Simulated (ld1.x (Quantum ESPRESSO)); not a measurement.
**Before and after: TM potential for boron**

- Element: boron
- Generator: ld1.x (Quantum ESPRESSO) 7.5
- Type: norm-conserving Troullier–Martins (Kleinman–Bylander form)
- Functional: BLYP
- Relativity: scalar-relativistic
- Frozen core: [He]
- Valence charge: 3
- Reference configuration: 2s1 2p2
- Partial waves: 2s (bound): rc 1.35 bohr; 2p (bound): rc 3.40 bohr; 3d channel at 0.35 Ry: rc 3.20 bohr
- Local potential: all-electron potential smoothed inside 1.15 bohr (lloc = -2)
- Core correction: a·sin(br)/r model core inside 1.30 bohr

All-electron outer shells of the reference configuration (BLYP, scalar-relativistic, ld1.x):

```json
{"shell": "1s", "level (eV)": "-182.13", "outermost node (bohr)": "–", "outermost maximum (bohr)": "0.21"}
{"shell": "2s", "level (eV)": "-9.77", "outermost node (bohr)": "0.46", "outermost maximum (bohr)": "1.50"}
{"shell": "2p", "level (eV)": "-3.97", "outermost node (bohr)": "–", "outermost maximum (bohr)": "1.53"}
```

Change: all radii but the core radius scaled by about 1.26 (s 1.70, p 4.28, d 4.02 bohr); local potential all-electron potential smoothed inside 1.44 bohr (lloc = -2).

Cutoffs: the cutoffs (Ry, on a coarse ladder) from which the occupation-weighted sum of valence levels, in a spherical-Bessel basis at the reference potential, stays within 10 and 1 mRy of its value at 400 Ry; they do not see the model core or the augmentation charge, which bear on the density cutoff. Errors are all-electron minus pseudo energies relative to the spin-unpolarised reference configuration.

Q: What does the change do?

A: The potential gets softer (18 Ry and 45 Ry → 15 Ry and 25 Ry); of the 7 tests that both files solve, the error grows in 7 and shrinks in 0 by more than 15 % and 0.3 meV (median size 50.1 → 121.6 meV); neither file shows a bound ghost. A larger radius leaves more room for a smooth pseudo-wave, so fewer plane waves are needed. More of the atom is replaced by a form fitted at one configuration, so other configurations suffer.

```tsv
quantity	base	changed
cutoff, loose	18 Ry	15 Ry
cutoff, tight	45 Ry	25 Ry
loose cutoff by channel (10 mRy a level)	s 18 Ry, p 10 Ry	s 15 Ry, p 6 Ry
bound ghosts	none	none
error for 2s2 2p1, meV [ΔE -5.78 eV]	-20	-45
error for 2s2 2p0, meV [ΔE 2.39 eV]	+243	+539
error for 2s1 2p0, meV [ΔE 27.74 eV]	+775	+1603
error for 2s2 2p0.5, meV [ΔE -2.93 eV]	+50	+122
error for 2s0 2p3, meV [ΔE 5.81 eV]	-19	-27
error for 2s1 2p1, meV [ΔE 8.44 eV]	+75	+195
error for 2s2 2p1.3, meV [ΔE -6.50 eV]	-35	-82
```
